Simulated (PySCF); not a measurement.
# Co⁺: interval between two levels

Co⁺ [Ar] 3d8 [3F4, M_J = 4] → Co⁺ [Ar] 3d7 4p1 [5G6, M_J = 6], as a difference of total energies. Computed with PySCF 2.14 in x2c-SVPall-2c with one added diffuse shell each of s, d type (6s5p4d1f, 48 functions), with the two-component X2C-1e Hamiltonian. Correlated levels: [Ne] frozen; the 6 highest virtual spinors dropped. "Screened" scales the spin-orbit matrix elements by Boettger's factors to mimic the two-electron term; Breit and QED terms are absent.

Task: Order these methods by the interval between two levels they give, lowest first.
A. GMP2 (screened spin-orbit)
B. GMP2 (spin-free)
C. GHF (screened spin-orbit)
D. GHF (spin-free)

Result: D (33519 cm⁻¹), C (33684 cm⁻¹), B (50136 cm⁻¹), A (50309 cm⁻¹).

Errors of the correlated levels include the incompleteness of this basis and the frozen core.

The labels give the starting determinants; with spin-orbit coupling the two ends relaxed to ⟨J²⟩ = 20.01, ⟨L²⟩ = 12.01, ⟨S²⟩ = 2.01 and ⟨J²⟩ = 42.01, ⟨L²⟩ = 20.03, ⟨S²⟩ = 5.99.

For comparison: 47078 cm⁻¹ (measured; NIST Handbook of Basic Atomic Spectroscopic Data (Sansonetti and Martin, J. Phys. Chem. Ref. Data 34, 1559 (2005))).
